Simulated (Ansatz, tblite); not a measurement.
Removing and adding an electron: dimethylphenylsulfonium chloride, `C[S+](C)c1ccccc1.[Cl-]`. Total charge 0; singlet. Geometry: r2SCAN-D4/def2-SVP. Ansatz, gas phase; energy differences of separate SCF runs; the oxidised species was run as a doublet alone; the reduced species was run as a doublet alone.

Cartesian coordinates in Å:
```
C -0.4290 2.3004 -0.6117
S 0.5473 0.9116 -1.2501
C -0.6084 0.0470 -2.3472
C 0.3442 -0.2104 0.2304
C 1.5508 -0.6831 0.7554
C 1.5434 -1.5304 1.8685
C 0.3307 -1.9031 2.4531
C -0.8760 -1.4295 1.9250
C -0.8735 -0.5823 0.8132
H 0.1995 2.7868 0.1470
H -0.5702 2.9585 -1.4799
H -1.3636 1.9365 -0.1642
H -0.6903 0.7025 -3.2253
H -0.1265 -0.9061 -2.6058
H -1.5632 -0.1299 -1.8342
H 2.4964 -0.3856 0.2896
H 2.4886 -1.8984 2.2777
H 0.3228 -2.5649 3.3239
H -1.8265 -1.7211 2.3816
H -1.8285 -0.2230 0.4161
Cl 0.9319 2.5242 -3.3632
```

The xTB rows come from tblite. HOMO above LUMO, or a gap near zero within one spin, warns that the state may not be the lowest or that an electron is smeared out.

| level | −HOMO (eV) | vertical IE (eV) | −LUMO (eV) | vertical EA (eV) | HOMO–LUMO gap (eV) | IE − EA (eV) | remarks |
| --- | --- | --- | --- | --- | --- | --- | --- |
| GFN1-xTB | 11.53 | 13.67 | 8.67 | 6.09 | 2.86 | 7.59 | – |
| GFN2-xTB | 9.23 | 12.37 | 7.44 | 4.95 | 1.79 | 7.42 | – |
| PBE-D4/def2-TZVP | 4.82 | 8.05 | 2.39 | 0.14 | 2.43 | 7.90 | HOMO above zero (-1 doublet), gap within one spin near zero (+1 doublet) |
| PBE0-D4/def2-TZVP | 6.02 | 8.08 | 1.56 | 0.08 | 4.47 | 8.01 | HOMO above zero (-1 doublet) |
| CAM-B3LYP-D4/def2-TZVP | 7.25 | 8.09 | 0.50 | 0.05 | 6.75 | 8.05 | HOMO above zero (-1 doublet) |

Relaxing the reduced species (r2SCAN-D4/def2-SVP) changes its energy by -0.68 eV at PBE-D4/def2-TZVP, so the adiabatic electron affinity to this nearest minimum is 0.82 eV. On the way the bond S2–Cl21 breaks. At PBE0-D4/def2-TZVP it is 0.80 eV. The highest occupied level of the relaxed charge -1 doublet lies above zero (up to 0.98 eV). By energy differences its removal costs 0.82 eV (each at its own geometry, to the charge 0 singlet, at PBE-D4/def2-TZVP); self-interaction error and the lack of diffuse functions both raise the level.     A HOMO above zero means that the electron is unbound at that level or that self-interaction error raises the level; the energy of removing that electron tells which. Raw xTB energy differences between charge states are shifted by several eV; the methods need an empirical correction for them. Sets without diffuse functions give affinities that are too small.
